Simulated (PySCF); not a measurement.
B$_{2}$Cl$_{3}$ (SMILES Cl[B]B(Cl)Cl), doublet, geometry from GFN2-xTB; PySCF with HF/3-21G.

Here is a job for PySCF.
```python
from pyscf import gto, scf

mol = gto.M(
    atom='''
Cl    2.63679320   -0.46302174   -0.06788196
B     1.04427191   -0.18337448   -0.02688388
B    -0.47569971    0.08353302    0.01224648
Cl   -1.14172032    1.72503999    0.05955151
Cl   -1.66230000   -1.23265312    0.01263556
''',
    basis='3-21g',
    spin=1,
    verbose=4,
)

mf = scf.UHF(mol)
mf.kernel()
```

Output, abridged:

```
PySCF version 2.14.0

[INPUT] verbose = 4
[INPUT] num. atoms = 5
[INPUT] num. electrons = 61
[INPUT] charge = 0
[INPUT] spin (= nelec alpha-beta = 2S) = 1
[INPUT] symmetry False subgroup None
[INPUT] Mole.unit = angstrom
[INPUT] Symbol           X                Y                Z      unit          X                Y                Z       unit  Magmom
[INPUT]  1 Cl     2.636793200000  -0.463021740000  -0.067881960000 AA    4.982816995116  -0.874984278320  -0.128278313199 Bohr   0.0
[INPUT]  2 B      1.044271910000  -0.183374480000  -0.026883880000 AA    1.973387909476  -0.346527545435  -0.050803170366 Bohr   0.0
[INPUT]  3 B     -0.475699710000   0.083533020000   0.012246480000 AA   -0.898942169435   0.157854530158   0.023142493190 Bohr   0.0
[INPUT]  4 Cl    -1.141720320000   1.725039990000   0.059551510000 AA   -2.157538715651   3.259853135022   0.112536044204 Bohr   0.0
[INPUT]  5 Cl    -1.662300000000  -1.232653120000   0.012635560000 AA   -3.141291736865  -2.329376803391   0.023877747831 Bohr   0.0

nuclear repulsion = 253.29939308256
number of shells = 31
number of NR pGTOs = 111
number of NR cGTOs = 57
basis = 3-21g
ecp = {}

******** <class 'pyscf.scf.uhf.UHF'> ********
method = UHF
initial guess = minao
damping factor = 0
level_shift factor = 0
DIIS = <class 'pyscf.scf.diis.CDIIS'>
diis_start_cycle = 1
diis_space = 8
diis_damp = 0
SCF conv_tol = 1e-09
SCF conv_tol_grad = None
SCF max_cycles = 50
direct_scf = True
direct_scf_tol = 1e-13
number electrons alpha = 31  beta = 30
Set gradient conv threshold to 3.16228e-05
init E= -1421.14813371333

cycle= 1 E= -1420.92089773764  delta_E= 0.227  |g|= 0.326  |ddm|= 1.96
cycle= 2 E= -1420.99537405934  delta_E= -0.0745  |g|= 0.149  |ddm|= 1.28
cycle= 3 E= -1421.01067133866  delta_E= -0.0153  |g|= 0.0321  |ddm|= 0.435
cycle= 4 E= -1421.01227056654  delta_E= -0.0016  |g|= 0.0121  |ddm|= 0.0939
cycle= 5 E= -1421.01266411745  delta_E= -0.000394  |g|= 0.00722  |ddm|= 0.0429
cycle= 6 E= -1421.01286979441  delta_E= -0.000206  |g|= 0.0026  |ddm|= 0.0457
cycle= 7 E= -1421.01289303311  delta_E= -2.32e-05  |g|= 0.0009  |ddm|= 0.0175
cycle= 8 E= -1421.01289504122  delta_E= -2.01e-06  |g|= 0.000368  |ddm|= 0.00449
cycle= 9 E= -1421.01289540925  delta_E= -3.68e-07  |g|= 0.000122  |ddm|= 0.00218
cycle= 10 E= -1421.01289544245  delta_E= -3.32e-08  |g|= 4.59e-05  |ddm|= 0.00062
cycle= 11 E= -1421.01289544695  delta_E= -4.5e-09  |g|= 1.46e-05  |ddm|= 0.000245
cycle= 12 E= -1421.01289544738  delta_E= -4.29e-10  |g|= 3.7e-06  |ddm|= 8.85e-05
Extra cycle  E= -1421.01289544739  delta_E= -1.82e-11  |g|= 1.9e-06  |ddm|= 1.07e-05
converged SCF energy = -1421.01289544739  <S^2> = 0.75486275  2S+1 = 2.0048569
```
